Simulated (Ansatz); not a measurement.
The same ligand exchange along the group Sc, Y.

Gas-phase electronic energies from Ansatz, PBE0-D4/def2-TZVP geometries. CBS: MP2 limit from def2 TZ/QZ plus the TZ coupled-cluster correction, frozen cores. This one scheme is used for every species. Functionals use def2-TZVPP. Elements past krypton have def2 core potentials. For Sc, Y outer-core shells are correlated without core-valence functions, which leaves a few kJ/mol of doubt a bond. Scalar relativity is left out up to krypton. One conformer a species, not always the lowest.

```csv
reaction,ωB97M-V (kJ/mol),CCSD(T)/def2-SVP (kJ/mol),revPBE-D4 (kJ/mol)
`[OH][Sc]([F])[Cl]` + H–F → `[F][Sc]([F])[Cl]` + H₂O,-49,-46,-53
`[OH][Y]([F])[Cl]` + H–F → `[F][Y]([F])[Cl]` + H₂O,-51,-50,-56
```

Question: Give the CCSD(T)/CBS values in the same order. (Best estimate.)

Answer: Computed: -42, -49 kJ/mol.

Largest T1 diagnostic: 0.016, for `[F][Sc]([F])[Cl]`.
